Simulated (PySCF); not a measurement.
Electron correlation in Ti²⁺ (titanium, charge +2)

[Ar] 3d1 4s1, high-spin 3D determinant (an excited configuration). Computed with PySCF 2.14 in aug-cc-pVTZ with one added diffuse shell each of s, p, d, f, g type (9s8p6d4f3g, 118 functions), with no relativity, point nucleus. Frozen: [Ar]; 2 electrons correlated.

Total MP2 correlation energy: -3.22 mhartree.

Same-spin part -3.22 and opposite-spin part 0.00 mhartree; SCS-MP2 scales them by 1/3 and 6/5 to -1.07 mhartree.
